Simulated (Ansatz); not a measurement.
`CC[Si](Cl)(CC)CC`. The species carries charge 0 and has multiplicity 1. The geometry is a stationary point of PBE0-D4/def2-TZVP. It is one conformer, not always the lowest.

```xyz
23

C     2.310   -0.020    1.796
C     1.301   -0.915    1.082
Si   -0.280   -0.058    0.567
Cl   -1.234    0.594    2.301
C    -1.432   -1.252   -0.296
C    -2.755   -0.646   -0.753
C     0.054    1.466   -0.467
C     0.760    1.159   -1.785
H     3.201   -0.578    2.095
H     2.639    0.802    1.156
H     1.877    0.420    2.697
H     1.026   -1.764    1.718
H     1.747   -1.351    0.179
H    -1.611   -2.091    0.386
H    -0.888   -1.673   -1.150
H    -3.397   -1.393   -1.227
H    -3.307   -0.223    0.090
H    -2.599    0.157   -1.478
H     0.647    2.163    0.135
H    -0.900    1.970   -0.649
H     0.169    0.486   -2.413
H     0.940    2.067   -2.365
H     1.730    0.681   -1.622
```

**Question.** What is the dipole moment at r2SCAN/def2-TZVPP? (An estimate is asked.)

**Answer.** The calculation gave: 2.15 D, with components (0.99, -0.67, -1.79) D in this frame, pointing from negative to positive charge.

**Question.** And with PBE, B3LYP, ωB97M-V? (Estimate.)

**Answer.** Computed: PBE 2.09 D, B3LYP 2.13 D, ωB97M-V 2.12 D.

**Question.** Give the Mulliken charges with r2SCAN, PBE, B3LYP in def2-TZVPP. (Estimate.)

**Answer.** The calculation gave: 
```
atom  r2SCAN    PBE  B3LYP
  C1   -0.15  -0.26  -0.27
  C2   -0.16  -0.20  -0.22
 Si3    0.48   0.39   0.52
 Cl4   -0.28  -0.26  -0.29
  C5   -0.16  -0.20  -0.22
  C6   -0.15  -0.26  -0.27
  C7   -0.17  -0.21  -0.23
  C8   -0.15  -0.26  -0.27
  H9    0.05   0.08   0.09
 H10    0.04   0.08   0.08
 H11    0.06   0.09   0.09
 H12    0.05   0.08   0.08
 H13    0.05   0.08   0.07
 H14    0.05   0.08   0.08
 H15    0.05   0.08   0.07
 H16    0.05   0.08   0.09
 H17    0.06   0.09   0.09
 H18    0.04   0.08   0.08
 H19    0.05   0.08   0.08
 H20    0.05   0.08   0.08
 H21    0.05   0.08   0.08
 H22    0.05   0.09   0.09
 H23    0.05   0.08   0.08
```

B3LYP here is the variant with VWN-RPA as its local correlation; programs differ in this.
